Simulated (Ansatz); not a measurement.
C4H11BCl3N⁺, that is B(NH2tBu)Cl3 with one electron fewer. Charge 1, multiplicity 2. Geometry PBE-D4/def2-SVP, that of the neutral singlet; atoms count from 1.

Cartesian coordinates in Å:
```
B 1.637 -0.340 -1.638
N 0.107 -0.270 -1.029
C -0.362 0.082 0.384
C -1.895 -0.051 0.352
C 0.233 -0.906 1.392
C 0.035 1.522 0.722
H -0.373 0.367 -1.690
H -0.272 -1.204 -1.264
H -2.350 0.646 -0.382
H -2.316 0.191 1.347
H -2.210 -1.085 0.098
H -0.004 -1.956 1.125
H 1.332 -0.815 1.452
H -0.201 -0.701 2.390
H 1.132 1.641 0.775
H -0.347 2.240 -0.033
H -0.405 1.792 1.702
Cl 1.269 -0.807 -3.404
Cl 2.573 -1.661 -0.771
Cl 2.419 1.317 -1.526
```

Question: Estimate the Mulliken populations from the PBE0/def2-TZVP orbitals of Ansatz.

Answer: 
```tsv
atom	charge (e)	spin (α − β)
B1	0.04	-0.07
N2	-0.20	0.00
C3	-0.07	0.00
C4	-0.37	0.00
C5	-0.36	0.00
C6	-0.35	0.01
H7	0.29	0.00
H8	0.29	0.00
H9	0.15	0.00
H10	0.17	0.00
H11	0.15	0.00
H12	0.15	0.00
H13	0.15	0.00
H14	0.17	0.00
H15	0.15	0.00
H16	0.15	0.00
H17	0.17	0.00
Cl18	0.10	0.37
Cl19	0.11	0.35
Cl20	0.11	0.35
```
Mulliken values and Mayer orders depend strongly on the basis.

Question: Where does the spin sit?

Answer: Summed by element: B -0.07, N 0.00, C 0.01, H 0.00, Cl 1.06, of 1 unpaired in all. Largest on single atoms: Cl18 0.37, Cl19 0.35, Cl20 0.35.

Question: And the Mayer bond orders between bonded heavy atoms (over 0.3)?

Answer: B1–N2 0.85 (1.65 Å); B1–Cl18 1.06 (1.86 Å); B1–Cl19 1.12 (1.84 Å); B1–Cl20 1.12 (1.84 Å); N2–C3 0.80 (1.53 Å); C3–C4 1.04 (1.54 Å); C3–C5 1.03 (1.53 Å); C3–C6 1.04 (1.53 Å).
